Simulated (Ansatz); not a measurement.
One geometry of Pb5O8H6, a hydroxylated oxide cluster, several levels of theory.

```yaml
crystal:
  periodic: [false, false, false]
  atoms:
    - {symbol: Pb, position_ang: [0.020001, 0.001198, -0.283121]}
    - {symbol: Pb, position_ang: [-2.272762, -2.018051, 1.092610]}
    - {symbol: Pb, position_ang: [-2.130334, 2.022469, 1.468798]}
    - {symbol: Pb, position_ang: [2.102488, 2.007640, 1.410150]}
    - {symbol: Pb, position_ang: [1.914979, -2.037085, 1.723849]}
    - {symbol: O, position_ang: [-1.104137, -2.574247, -0.832285]}
    - {symbol: O, position_ang: [-0.186153, -1.527628, 1.570521]}
    - {symbol: O, position_ang: [-2.348366, 0.111673, 0.419162]}
    - {symbol: O, position_ang: [-0.028242, 1.510832, 1.597724]}
    - {symbol: O, position_ang: [-1.298480, 3.074251, -0.652815]}
    - {symbol: O, position_ang: [1.374860, -3.071105, -0.499083]}
    - {symbol: O, position_ang: [2.272289, -0.115921, 0.733896]}
    - {symbol: O, position_ang: [1.203457, 2.585620, -0.648577]}
    - {symbol: H, position_ang: [-1.586911, -2.777497, -1.655854]}
    - {symbol: H, position_ang: [0.342019, -2.945977, -0.672795]}
    - {symbol: H, position_ang: [-0.250842, 2.952651, -0.685532]}
    - {symbol: H, position_ang: [-1.633293, 2.618406, -1.448237]}
    - {symbol: H, position_ang: [1.816159, -2.617826, -1.242351]}
    - {symbol: H, position_ang: [1.793278, 2.800596, -1.396050]}
basis:
  gaussian: {orbitals: def2-TZVP, fitting: {mean_field: def2-universal-jkfit}}
magnetization: {spin_polarized: true, initial_magnetization: 2}
hamiltonian: {xc: pbe0, dispersion: d4}
scf: {omitted_lower_state_checks: [starts]}
output: {orbitals: {seedname: orbitals}}
```

The file start.molden holds the orbitals of an earlier run on this structure, at another level or in another basis.

```sh
$ ansatz run in.yaml --threads 2 --pin off --events-out ev --progress --plain --max-ram 32768MiB --backend cuda --devices 0, --max-vram 18GiB
```

Shortened log:

```
Functional definition: PBE0
1979 factors; integrals over basis functions are off by at most 8.8e-1 eV
mean field evaluation 1: about -42656.5256 eV, gradient 1.2e2 eV
mean field evaluation 2: about -41784.1874 eV, gradient 3.9e2 eV
mean field evaluation 4: about -42700.6216 eV, gradient 5.5e1 eV
mean field evaluation 8: about -42711.2095 eV, gradient 3.4e0 eV
mean field evaluation 16: about -42711.2936 eV, gradient 1.2e-1 eV
mean field evaluation 32: about -42711.3482 eV, gradient 5.3e-1 eV
mean field -42711.37210543 eV, -1569.6139740666 hartree, gradient 3.0e-6 eV, S^2 2.021147; 0 other end points of the search recorded, 0 dependent functions left out
reference -42711.37216299 eV, -1569.6139761819 hartree; 91, 89 occupied and 443, 445 virtual orbitals, 1979 factors
Total energy: -42712.39087810 eV, -1569.6514132719 hartree
Checks for a lower state left out: starts
```

It took 22 s on 2 threads of AMD EPYC 7R13 on a shared host and a share (18 GiB) of an NVIDIA H100 80GB HBM3, peak host memory 1.2 GiB.

The first input with `gaussian: {orbitals: def2-TZVP, fitting: {mean_field: def2-universal-jkfit}, initial_orbitals: start.molden}`, `hamiltonian: {xc: pbe, dispersion: d4}` (abridged; 7.5 s):

```
Functional definition: PBE
mean field evaluation 16: about -42718.0128 eV, gradient 1.5e-5 eV
mean field -42718.01275591 eV, -1569.8580134707 hartree, gradient 2.5e-6 eV, S^2 2.004786
Total energy: -42719.17259397 eV, -1569.9006367332 hartree
Checks for a lower state left out: starts
```

Geometry: PBE-D4/def2-SVP, that of the neutral singlet.

In the def2 sets Pb takes a core potential; there is no spin–orbit coupling. Single mean-field runs in def2-TZVP are fitted with def2-universal-jkfit. At PBE-D4/def2-TZVP the gap within one spin of the charge 0 triplet nearly closes, so an electron or hole may be smeared out by delocalisation error. At PBE0-D4/def2-TZVP a singlet of charge 0 lies 3.93 eV below the triplet at the same geometry.
